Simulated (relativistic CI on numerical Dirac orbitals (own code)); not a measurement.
**Crystal-field levels of Dy²⁺, 4f10**

Calculated by Dirac-Coulomb-Breit CI, separate exchange-only KLI orbitals for each configuration, a model potential for QED, one configuration in a parametric crystal field, unscaled Slater integrals (own radial code). With so little scaling, terms lie 10 to 35 % too far apart, which can change the order of excited levels.

Field parameters in Wybourne normalisation. The field is a parameter set, without covalency.

S is read from ⟨S²⟩ = S(S + 1).

Levels (cm⁻¹, degeneracy): 0 (1), 1 (1), 44 (1), 62 (1), 64 (1), 94 (1), 152 (1), 159 (1), 174 (1), 174 (1), 200 (1), 219 (1).

(1) Which field gives this pattern?
A. C2v, B20 = 250, B22 = 50, B40 = -230, B42 = 140, B44 = -130, B60 = -290, B62 = 50, B64 = -160, B66 = 200 cm⁻¹
B. C2v, B20 = -10, B22 = 60, B40 = -110, B42 = 270, B44 = 230, B60 = -110, B62 = 0, B64 = -50, B66 = 70 cm⁻¹
C. C2v, B20 = -420, B22 = 70, B40 = -190, B42 = 170, B44 = 340, B60 = 140, B62 = 90, B64 = -290, B66 = -410 cm⁻¹
D. C2v, B20 = 60, B22 = -220, B40 = 20, B42 = -100, B44 = 470, B60 = 250, B62 = 70, B64 = 20, B66 = -410 cm⁻¹

Answers

(1) C. C2v, B20 = -420, B22 = 70, B40 = -190, B42 = 170, B44 = 340, B60 = 140, B62 = 90, B64 = -290, B66 = -410 cm⁻¹, ground level with S = 1.96.
